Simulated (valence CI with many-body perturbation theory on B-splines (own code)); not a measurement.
**Valence orbitals of Hg XLVIII**

Level of theory: relativistic CI+MBPT: five valence electrons over a frozen Dirac-Fock core [Ar] 3d10, a basis of 9 s, 9 p, 8 d, 6 f, 3 g, 1 h functions for each j, with the one-electron correlation potential Σ1, the two-electron term Σ2, the three-electron term Σ3, Breit, model QED; selected CI, second order for the rest (own B-spline code, finite nucleus).

No measured spectrum was set against this ion. As an estimate, large intervals hold to a few tenths of a per cent, small ones and those within an open d or f shell to about a per cent. Among the levels kept, up to 370 cm⁻¹ of a level comes from second order outside the variational space, and about a tenth of that is noise between levels of different J, which matters for small intervals.

These are the spectroscopic orbitals of the CI (the correlating ones are not listed), shaped by the core and the other valence electrons. h is the expectation value of the core's Dirac-Fock operator, without the valence repulsion; Σ1 is computed up to l = 3 at one energy for each symmetry, that of its lowest orbital but kept below the first core excitation, so for empty shells it is not the orbital's own correlation shift; Breit and QED include the response of the core.

```tsv
Orbital	h (hartree)	Σ1 (cm⁻¹)	Breit (cm⁻¹)	QED (cm⁻¹)	⟨r⟩ (bohr)
4s1/2	-112.22	-15081	19679	14955	0.3563
5s1/2	-67.401	-5486	8782	6842	0.5977
6s1/2	-44.965	-2667	4577	3647	0.9035
7s1/2	-32.131	-1522	2721	2181	1.271
4p1/2	-108.05	-16172	30753	999	0.3522
5p1/2	-65.356	-5938	13882	469	0.5997
6p1/2	-43.827	-2931	7353	256	0.9102
7p1/2	-31.434	-1687	4410	155	1.282
4p3/2	-102.37	-13528	17441	2144	0.3735
5p3/2	-62.674	-5272	7994	1004	0.6269
6p3/2	-42.348	-2670	4738	549	0.9432
7p3/2	-30.533	-1559	2863	334	1.321
4d3/2	-96.051	-15744	13876	-658	0.3599
5d3/2	-59.627	-5966	6436	-286	0.6230
6d3/2	-40.657	-3027	3529	-153	0.9472
4d5/2	-94.835	-14708	8792	-31.4	0.3657
5d5/2	-59.036	-5584	3930	6.4	0.6300
6d5/2	-40.324	-2836	2164	9.3	0.9557
4f5/2	-88.147	-15102	5844	-463	0.3311
5f5/2	-56.038	-4864	2488	-217	0.6065
4f7/2	-87.808	-14339	2534	-219	0.3335
5f7/2	-55.849	-4632	1110	-95.1	0.6093
5g7/2	-54.249		260	-51.7	0.5546
5g9/2	-54.17		4.8	2.1	0.5559
```

Among the shells of the start configuration 4s2 4p3, Σ1 is largest in size for 4p1/2, where it is 0.068 % of h.

Lowest root of each symmetry, sizes in configuration state functions:

```json
{"J": "1/2", "Parity": "even", "Roots": "8", "Reference": "59", "Variational": "40000", "Second order": "433174", "Change by selected CI (cm⁻¹)": "-13959", "Change by second order (cm⁻¹)": "-17"}
{"J": "3/2", "Parity": "even", "Roots": "11", "Reference": "99", "Variational": "39998", "Second order": "855708", "Change by selected CI (cm⁻¹)": "-16621", "Change by second order (cm⁻¹)": "-104"}
{"J": "5/2", "Parity": "even", "Roots": "9", "Reference": "111", "Variational": "39999", "Second order": "1123046", "Change by selected CI (cm⁻¹)": "-17957", "Change by second order (cm⁻¹)": "-135"}
{"J": "7/2", "Parity": "even", "Roots": "6", "Reference": "93", "Variational": "39994", "Second order": "1123371", "Change by selected CI (cm⁻¹)": "-15125", "Change by second order (cm⁻¹)": "-191"}
{"J": "9/2", "Parity": "even", "Roots": "3", "Reference": "64", "Variational": "39997", "Second order": "945409", "Change by selected CI (cm⁻¹)": "-15757", "Change by second order (cm⁻¹)": "-92"}
{"J": "1/2", "Parity": "odd", "Roots": "5", "Reference": "24", "Variational": "39999", "Second order": "390350", "Change by selected CI (cm⁻¹)": "-16486", "Change by second order (cm⁻¹)": "-14"}
{"J": "3/2", "Parity": "odd", "Roots": "8", "Reference": "39", "Variational": "39984", "Second order": "765259", "Change by selected CI (cm⁻¹)": "-15456", "Change by second order (cm⁻¹)": "-33"}
{"J": "5/2", "Parity": "odd", "Roots": "8", "Reference": "39", "Variational": "39993", "Second order": "1204690", "Change by selected CI (cm⁻¹)": "-14832", "Change by second order (cm⁻¹)": "-173"}
{"J": "7/2", "Parity": "odd", "Roots": "5", "Reference": "31", "Variational": "39961", "Second order": "1182577", "Change by selected CI (cm⁻¹)": "-33998", "Change by second order (cm⁻¹)": "-140"}
{"J": "9/2", "Parity": "odd", "Roots": "2", "Reference": "16", "Variational": "39980", "Second order": "912033", "Change by selected CI (cm⁻¹)": "-24698", "Change by second order (cm⁻¹)": "-97"}
```
